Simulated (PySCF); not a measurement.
## A small calculation by hand: chemical shift, span and skew from a shielding tensor

C₅H₉Cl, SMILES CCC/C=C\Cl. Atoms are numbered in the order given.

```xyz
15

C     -3.1651     0.1810     0.0523
C     -1.8952    -0.6199    -0.2346
C     -0.7211     0.2640    -0.6953
C      0.5160    -0.5186    -1.0136
C      1.6887    -0.4893    -0.3552
Cl     2.0088     0.5271     1.0264
H     -2.9928     0.9373     0.8462
H     -3.5126     0.7250    -0.8510
H     -3.9937    -0.4742     0.3883
H     -2.1013    -1.3912    -1.0095
H     -1.5833    -1.1796     0.6735
H     -0.4912     1.0178     0.0861
H     -1.0361     0.8301    -1.6016
H      0.4671    -1.2235    -1.8632
H      2.5538    -1.1069    -0.6385
```
Charge 0, spin multiplicity 1.

Coordinates come from a PBE-D3(BJ)/def2-SVP optimisation. One conformer was computed; it need not be the lowest.

GIAO shieldings from PBE/pcSseg-1 in PySCF, non-relativistic, no solvent. The symmetric part of the tensor of C2 has the principal values 137.4, 149.8, 163.2 ppm. The same nucleus in TMS has σ = 182.0 ppm at this level (PySCF, at its B3LYP-D3(BJ)/def2-TZVP geometry). Without spin–orbit terms, shifts of atoms bonded to Cl or Br come out too high.

### Question
Work out the isotropic shielding, the ¹³C shift against TMS, the span and the skew.

### Answer

σ(iso) = (σ11 + σ22 + σ33)/3 = 150.1 ppm. δ = σ(ref) − σ(iso) = 182.0 − (150.1) = 31.9 ppm.
Span Ω = σ33 − σ11 = 25.8 ppm. Skew κ = 3(σ(iso) − σ22)/Ω = 0.04. Tumbling in solution averages the tensor to δ; in a static solid the shielding alone would spread this spin-1/2 line over Ω.
